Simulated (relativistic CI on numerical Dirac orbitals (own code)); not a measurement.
Calculated at this level of theory: Dirac-Coulomb-Breit CI, orbitals from a KLI potential per configuration, model QED (radiative potential, 1s self-energy scaled to tabulated hydrogen-like ionisation energies), unscaled Slater integrals (own radial code, finite nucleus).

The strongest absorption lines from the ground level of an ion, among the configurations computed and to levels below about 284 eV (vacuum wavelength in Å, gf): 45.950 (0.92), 98.130 (3.4), 98.493 (8), 101.60 (2.3), 101.92 (1.4), 123.62 (0.69), 124.63 (0.44), 129.43 (0.26).

Task: Which ion is it?
A. Nd XXVI
B. Xe XX
C. Ba XXII
D. Te XVIII

Result: C. Ba XXII has 35 electrons and the ground level 4s2 4p5 2P°_3/2; the strongest line goes to 4s2 4p4 4d 2D_5/2. The pattern of lines fixes the number of electrons, and along that sequence the line energies rise steadily with the charge (about as its square where n changes within one kind of shell, about linearly where n is kept but much faster in heavy ions where fine structure, which grows about as Z⁴, sets the gap, and irregularly where shells cross), which fixes Z. Configurations outside the model, such as inner-shell arrays, can give stronger lines. At this charge energies of transitions that change n are usually good to better than 1 %, and those within a shell (Δn = 0) to a few per cent.

LS names give the leading component of a level, which can be under half, so a name can repeat, a term be missing and a line seem to break the LS rules.
